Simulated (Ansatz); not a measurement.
# Redistribution: C2HClF2 + CH2Br2 → C2H2F2 + CHBr2Cl

Species: C2HClF2 `FC(F)=CCl`, singlet; CH2Br2 (dibromomethane) `BrCBr`, singlet; C2H2F2 (vinylidene fluoride) `C=C(F)F`, singlet; CHBr2Cl (chlorodibromomethane) `ClC(Br)Br`, singlet. The partners trade Cl for H; both sit on C, so the bond types are kept.

Shapes, held fixed at every level: PBE0-D4/def2-TZVP. Programs: Ansatz 0.2.0. The zero-point and thermal change to 298 K, harmonic and unscaled (PBE0-D4/def2-TZVP), is -2.1 kJ/mol.

**What was measured.** Tabulated heats of formation (Active Thermochemical Tables, CRC Handbook of Chemistry and Physics): C2HClF2 -315.5 (CRC); CH2Br2 +3.1 (ATcT); C2H2F2 -332.9 (ATcT); CHBr2Cl -3.0 (ATcT) kJ/mol, which give ΔH(298 K) = -23.5 kJ/mol.

| level | kind | ΔH (kJ/mol) | computed − measured |
| --- | --- | --- | --- |
| HF/def2-TZVPP | Hartree–Fock | +12.1 | +35.6 |
| SPW92/def2-TZVPP | LDA | +0.2 | +23.7 |
| wB97X-V/def2-TZVPP | range-separated hybrid | +3.6 | +27.1 |
| B2PLYP/def2-TZVPP | double hybrid | +2.2 | +25.7 |
| MP2/def2-SVP | perturbation theory | +0.9 | +24.4 |
| MP2/def2-TZVPP | perturbation theory | -3.1 | +20.4 |
| CCSD(T)/def2-SVP | coupled cluster or CI | +4.2 | +27.7 |
| CCSD(T)/def2-TZVPP | coupled cluster or CI | +1.7 | +25.2 |

Nearest: MP2/def2-TZVPP (+20.4); farthest: HF/def2-TZVPP (+35.6). 0 of 8 levels lie within 10 kJ/mol. The tabulated values of C2HClF2, C2H2F2 are in doubt (older tables, estimates, or at odds with other calculations) and kept here. The wrong sign comes from HF/def2-TZVPP, SPW92/def2-TZVPP, wB97X-V/def2-TZVPP, B2PLYP/def2-TZVPP, MP2/def2-SVP, CCSD(T)/def2-SVP. Relativity is left out for Br. Outer-core shells of Br are correlated, in sets that cover them unevenly.
